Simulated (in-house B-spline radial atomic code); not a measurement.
**RPA and G0W0 on Hartree-Fock: Li III (Li2+)**

Configuration 1s1, highest spin, mean-field start Hartree-Fock. Computed with a B-spline radial code for spherical atoms: all electrons, scalar-relativistic (spin-free one-electron X2C), finite nucleus, each spin shell either full or empty, empty states to l = 9 with an (l + 1/2)⁻⁴ tail; G0W0 by contour deformation at full frequency.

With one electron the exact correlation energy is zero, so what RPA and GW give is self-correlation.

Command:
```bash
python run_gw.py task.json out
```
Settings (radii: box in bohr, nucleus in fm):
```
Z                        3
electrons                1
configuration            1s1
hamiltonian              x2c
method                   hf
lmax                     9
rms_radius               2.444
spin_polarised           True
box_radius               17.55
intervals                72
ion_configuration        bare nucleus
```

Time taken, with all properties: 0.5 s on 1 thread of Arm Neoverse V2, with other jobs on the host.

Energies (hartree):

```csv
term,value
mean-field total,-4.50054
Hartree-Fock functional on these orbitals,-4.50054
direct second order,-0.020148
second-order exchange,0.020148
SOSEX correction,0.01948
```

What is the RPA correlation energy, and what remains with SOSEX?

RPA gives -0.019479 hartree (-0.53 eV per electron); RPA + SOSEX gives 0, and the second-order doubles (MP2) 0 hartree. SOSEX takes back 100 % of the RPA value.

Quasi-particle levels (eV):

| level | occupied | mean field | Σx - vxc | Σc | QP weight | G0W0 |
| --- | --- | --- | --- | --- | --- | --- |
| 1s up | yes | -122.47 | 0.00 | ? | ? | ? |
| 1s down | no | -73.18 | 0.00 | -1.90 | 0.993 | -75.08 |

G0W0 = mean field + (Σx - vxc) + Σc, with Σc (partial-wave tail included) taken at the quasi-particle energy.

Where does G0W0 put 1s up?

At -122.39 eV, with Σc = 0.07 eV and a quasi-particle weight of 0.991. The tabulated removal energy is 122.454 eV (NIST, tabulated theory).

What does it cost to remove one electron (to the bare nucleus) by differences of total energies, each species on its own start (correlation terms add to the Hartree-Fock functional)?

Hartree-Fock functional 122.47 eV, + RPA 123.00 eV, + RPA + SOSEX 122.47 eV, + second order 122.47 eV. Tabulated: 122.454 eV (NIST, tabulated theory).
